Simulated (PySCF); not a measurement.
Electron correlation in Sc (scandium, neutral)

[Ar] 3d1 4s1 5s1, high-spin 4D determinant (an excited configuration). Calculation: PySCF 2.14, in dyall-av2z (16s12p7d2f, 101 functions); the non-relativistic Hamiltonian (point nucleus). Frozen: [Ar]; 3 electrons correlated; the 25 highest virtual orbitals of each spin left out.

```csv
level,correlation energy (mhartree)
CCSD,-8.01
(T),-0.08
CCSD(T),-8.09
```

Diagnostics: T1 = 0.019, D1 = 0.0440, largest double amplitude 0.061.

The outer electron is Rydberg-like, and this basis confines it to a smaller radius and binds it less than a complete one would.

Cost of the coupled-cluster step: roughly 7 core-seconds, for 3 correlated electrons.

Iterations:

```
CC2 = 0
CCSD nocc = (np.int64(3), np.int64(0)), nmo = (67, 67)
frozen orbitals [[0, 1, 2, 3, 4, 5, 6, 7, 8, 76, 77, 78, 79, 80, 81, 82, 83, 84, 85, 86, 87, 88, 89, 90, 91, 92, 93, 94, 95, 96, 97, 98, 99, 100], [0, 1, 2, 3, 4, 5, 6, 7, 8, 76, 77, 78, 79, 80, 81, 82, 83, 84, 85, 86, 87, 88, 89, 90, 91, 92, 93, 94, 95, 96, 97, 98, 99, 100]]
max_cycle = 100
direct = 0
conv_tol = 1e-08
conv_tol_normt = 1e-06
diis_space = 8
diis_start_cycle = 0
Init t2, MP2 energy = -0.00463180129102699
Init E_corr(UCCSD) = -0.00463180131009915
cycle = 1  E_corr(UCCSD) = -0.00633478940660234  dE = -0.0017029881  norm(t1,t2) = 0.038227
cycle = 2  E_corr(UCCSD) = -0.00708998862945307  dE = -0.000755199223  norm(t1,t2) = 0.0230912
cycle = 3  E_corr(UCCSD) = -0.00785328128546703  dE = -0.000763292656  norm(t1,t2) = 0.0158987
cycle = 4  E_corr(UCCSD) = -0.00804899456023085  dE = -0.000195713275  norm(t1,t2) = 0.0213082
cycle = 5  E_corr(UCCSD) = -0.00797864614973571  dE = 7.03484105e-05  norm(t1,t2) = 0.00439666
cycle = 6  E_corr(UCCSD) = -0.00801222118215963  dE = -3.35750324e-05  norm(t1,t2) = 0.00138259
cycle = 7  E_corr(UCCSD) = -0.00798558066743196  dE = 2.66405147e-05  norm(t1,t2) = 0.000975635
cycle = 8  E_corr(UCCSD) = -0.008011544659008  dE = -2.59639916e-05  norm(t1,t2) = 0.000602941
cycle = 9  E_corr(UCCSD) = -0.00800407909497159  dE = 7.46556404e-06  norm(t1,t2) = 0.000324535
cycle = 10  E_corr(UCCSD) = -0.00800873153739757  dE = -4.65244243e-06  norm(t1,t2) = 0.000243211
cycle = 11  E_corr(UCCSD) = -0.0080083211805426  dE = 4.10356855e-07  norm(t1,t2) = 0.000150116
cycle = 12  E_corr(UCCSD) = -0.00800897943214342  dE = -6.58251601e-07  norm(t1,t2) = 0.000116107
cycle = 13  E_corr(UCCSD) = -0.00800930288816906  dE = -3.23456026e-07  norm(t1,t2) = 8.50283e-05
cycle = 14  E_corr(UCCSD) = -0.0080090039632052  dE = 2.98924964e-07  norm(t1,t2) = 3.44282e-05
cycle = 15  E_corr(UCCSD) = -0.00800905973648856  dE = -5.57732834e-08  norm(t1,t2) = 1.81056e-05
cycle = 16  E_corr(UCCSD) = -0.00800925142934403  dE = -1.91692855e-07  norm(t1,t2) = 1.13695e-05
cycle = 17  E_corr(UCCSD) = -0.00800915469578638  dE = 9.67335577e-08  norm(t1,t2) = 8.88506e-06
cycle = 18  E_corr(UCCSD) = -0.00800913427887152  dE = 2.04169149e-08  norm(t1,t2) = 5.39933e-06
cycle = 19  E_corr(UCCSD) = -0.00800911788884248  dE = 1.6390029e-08  norm(t1,t2) = 3.87957e-06
cycle = 20  E_corr(UCCSD) = -0.00800911647220453  dE = 1.41663795e-09  norm(t1,t2) = 3.46578e-06
cycle = 21  E_corr(UCCSD) = -0.00800913295347802  dE = -1.64812735e-08  norm(t1,t2) = 2.30384e-06
cycle = 22  E_corr(UCCSD) = -0.00800913409099225  dE = -1.13751424e-09  norm(t1,t2) = 1.89723e-06
cycle = 23  E_corr(UCCSD) = -0.00800913912882006  dE = -5.03782781e-09  norm(t1,t2) = 2.0805e-06
cycle = 24  E_corr(UCCSD) = -0.00800914093801361  dE = -1.80919354e-09  norm(t1,t2) = 1.66319e-06
cycle = 25  E_corr(UCCSD) = -0.0080091468909303  dE = -5.9529167e-09  norm(t1,t2) = 1.469e-06
cycle = 26  E_corr(UCCSD) = -0.00800914462461395  dE = 2.26631636e-09  norm(t1,t2) = 1.09377e-06
cycle = 27  E_corr(UCCSD) = -0.00800914063925563  dE = 3.98535832e-09  norm(t1,t2) = 9.60703e-07
UCCSD converged
E(UCCSD) = -759.6196900911124  E_corr = -0.008009140639255626
UCCSD(T) correction = -7.84383779207031e-05
```
